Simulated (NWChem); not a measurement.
# Correlation energy of hydrogen telluride (H2Te)

```
Te
H 1 1.6801
H 1 1.6801 2 89.66
```
Charge 0, spin multiplicity 1.

Program: NWChem. The geometry was optimised at PBE/def2-SVP with def2 effective core potentials on Te, a minimum by its harmonic frequencies.

Basis set: def2-TZVP. Each correlation energy counts from its own Hartree-Fock reference.

Effective core potentials replace the inner electrons of Te; spin-orbit coupling is left out. The correlated methods keep 4 core orbitals frozen. No row is a measurement; the coupled-cluster row has its own basis-set and correlation limits.

Order these methods by the correlation energy they give, lowest first: SCS-MP2, CCSD(T), CCSD, CR-CCSD(T).

CCSD(T) (-469.0 mHa), CR-CCSD(T) (-467.1 mHa), CCSD (-459.5 mHa), SCS-MP2 (-422.8 mHa)
